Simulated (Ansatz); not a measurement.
Calculated with Ansatz (gas phase, PBE0-D4/def2-TZVP geometries, no zero-point term in ΔE). CBS: MP2 limit from def2 TZ/QZ plus the TZ coupled-cluster correction, frozen cores. This one scheme is used for every species. DFT in def2-TZVPP. B3LYP here is the variant with VWN-RPA as its local correlation; programs differ in this. One conformer a species, not always the lowest.

`BC[SiH](F)Cl` + acetylene → `C#CC[SiH](F)Cl` + BH₃  (formal exchange of groups at a C–B bond)

Task: Is it downhill or uphill in electronic energy at CCSD(T)/CBS, and by how much? (An estimate is asked.)

Result: Computed: Uphill: ΔE = +12.0 kcal/mol.

Task: What do these levels give: PBE-D4, PBE0-D4, B3LYP-D4, ωB97X-V, B2PLYP, r2SCAN, PBE0, B3LYP, HF/def2-TZVPP, MP2/def2-TZVPP, HF/def2-QZVPP, CCSD/CBS(def2)? (An estimate is asked.)

Result: Ansatz gave: PBE-D4 11.6, PBE0-D4 11.1, B3LYP-D4 10.6, ωB97X-V 10.9, B2PLYP 11.0, r2SCAN 12.1, PBE0 11.4, B3LYP 11.0, HF/def2-TZVPP 9.2, MP2/def2-TZVPP 10.8, HF/def2-QZVPP 9.2, CCSD/CBS(def2) 11.7 kcal/mol.

Largest T1 diagnostic among the species: 0.013.

In def2-TZVPP, CCSD(T) changes the Hartree–Fock value by +2.4 kcal/mol (the triples alone add +0.2 kcal/mol) and MP2 by +1.7 kcal/mol.
